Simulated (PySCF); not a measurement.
CH3Si, SMILES [CH]=[SiH2], multiplicity 2. Atoms are numbered in the order given.

```xyz
5

C      0.0000     0.0000    -1.1828
Si     0.0000     0.0000     0.4852
H      0.0000     0.0000    -2.2556
H      0.0000    -1.2471     1.2797
H      0.0000     1.2471     1.2797
```
Charge 0, spin multiplicity 2.

Geometry optimised at PBE0-D3(BJ)/def2-TZVP. The isomer is the one that the SMILES or the coordinates give; other isomers of the formula were not compared.

The numbers are results of PySCF with PBE0/pcH-1, not measurements.

Unrestricted Kohn–Sham, ⟨S²⟩ = 0.789. Hyperfine tensors hold the contact and dipolar terms, without spin-orbit corrections.

### Question
Estimate the hyperfine couplings. (An estimate is asked for; the answer gives what the named calculation found.)

### Answer

```csv
nucleus,A(iso) (MHz),A(iso) (G),dipolar principal values (MHz)
13C no. 1,96.2,34.3,"-90.9, -45.6, 136.5"
29Si no. 2,116.3,41.5,"-20.4, -16.7, 37.1"
1H no. 3,-81.5,-29.1,"-35.7, -7.5, 43.3"
1H no. 4,83.2,29.7,"-5.2, -1.3, 6.5"
1H no. 5,83.2,29.7,"-5.2, -1.3, 6.5"
```

### Question
And the g tensor (effective nuclear charges for spin-orbit coupling, GIAO)? (An estimate is asked for; the answer gives what the named calculation found.)

### Answer
principal values 2.0022, 2.0027, 2.0051; isotropic 2.0033.
